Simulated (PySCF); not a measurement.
Computed with B3LYP-D3(BJ)/def2-TZVP (PySCF 2.14.0). All species are isolated molecules in the gas phase. B3LYP has the VWN-RPA correlation part, as in Gaussian. Excitations are Tamm–Dancoff values on a coarser integration grid. The basis has no diffuse functions, so Rydberg states are missing or too high.

Reference species (SMILES): `N#CC1C=C1` (neutral, multiplicity 1).

* **HOMO**: -8.35 eV
* **dipole moment**: 4.55 D
* **S1 excitation (TDA)**: 6.07 eV
* **HOMO–LUMO gap**: 7.24 eV

After one change: the HOMO goes up by 0.35 eV; the dipole moment drops by 0.11 D; the S1 excitation (TDA) falls by 0.60 eV; the HOMO–LUMO gap falls by 0.87 eV.

**Question.** Which change was made? The new species is one of these.
A) `C=C=CC#N`
B) `N=C=C1C=C1`
C) `C#CN=C=C`
D) `N=c1c2c1C2`

**Answer.** A, `C=C=CC#N`
